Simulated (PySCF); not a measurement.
Ruthenium: a sound run and one with changed settings

Sound run: Ru⁺ [Kr] 4d7, Ru²⁺ [Kr] 4d6. Calculation: PySCF 2.14, in def2-SVP with the def2 core potential (28 electrons); a scalar-relativistic core potential. The sound run starts from symmetry-adapted Hartree-Fock orbitals and uses a fine grid where one is needed.

A second run was set up differently.

```csv
species,method,sound run (hartree),changed run (hartree),converged
Ru⁺,UHF,-93.86585,-93.86585,yes
Ru⁺,PBE,-94.50531,-97.57858,yes
Ru⁺,BP86,-94.58019,-97.60695,yes
Ru²⁺,UHF,-93.31788,-93.31788,yes
Ru²⁺,PBE,-93.88058,-96.98461,yes
Ru²⁺,BP86,-93.94905,-97.00329,yes
```

Ionisation energy of Ru⁺:

| method | sound run (eV) | changed run (eV) |
| --- | --- | --- |
| UHF | 14.911 | 14.911 |

(1) What was changed?
A. all electrons correlated in a valence basis
B. radial grid too coarse
C. level shift left on
D. minimal basis

Answers

(1) B. It used radial step 1.2 in ln r (0.13 in the sound run). A coarse radial grid mis-integrates the density and the exchange-correlation energy, with errors of either sign; Hartree-Fock needs no grid.
